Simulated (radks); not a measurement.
The numbers below are computed, except where a source is named.
All-electron atom: the manganese ion Mn3+ in [Ar] 3d4. Level of theory: Dirac Kohn-Sham, LDA (Slater exchange, Perdew-Wang correlation), spin-unpolarised, spherical densities, finite nucleus; open shells are shared between the two j in proportion to 2j + 1; Fermi nuclear charge, rms radius 3.7057 fm (a radial shooting solver on a logarithmic mesh with Libxc functionals).

Unscreened Slater integrals over Kohn-Sham orbitals (hartree). Large and small components are both included.

integral           value
F0(3d5/2,3d5/2)  0.88158
F2(3d5/2,3d5/2)  0.41219
F4(3d5/2,3d5/2)  0.25726
F0(3d5/2,3d3/2)  0.88297
F2(3d5/2,3d3/2)  0.41279
G2(3d5/2,3d3/2)  0.41250
G4(3d5/2,3d3/2)  0.25745
F0(3d5/2,3p3/2)  0.93925
F2(3d5/2,3p3/2)  0.44692
G1(3d5/2,3p3/2)  0.55387
G3(3d5/2,3p3/2)  0.33652
F0(3d5/2,3p1/2)  0.94342
G3(3d5/2,3p1/2)  0.33782
F0(3d3/2,3d3/2)  0.88436
F2(3d3/2,3d3/2)  0.41339
F0(3d3/2,3p3/2)  0.94084
F2(3d3/2,3p3/2)  0.44763
G1(3d3/2,3p3/2)  0.55450
G3(3d3/2,3p3/2)  0.33694
F0(3d3/2,3p1/2)  0.94503
G1(3d3/2,3p1/2)  0.55752
F0(3p3/2,3p3/2)   1.0120
F2(3p3/2,3p3/2)  0.50655
F0(3p3/2,3p1/2)   1.0168
G2(3p3/2,3p1/2)  0.50857
F0(3p1/2,3p1/2)   1.0218
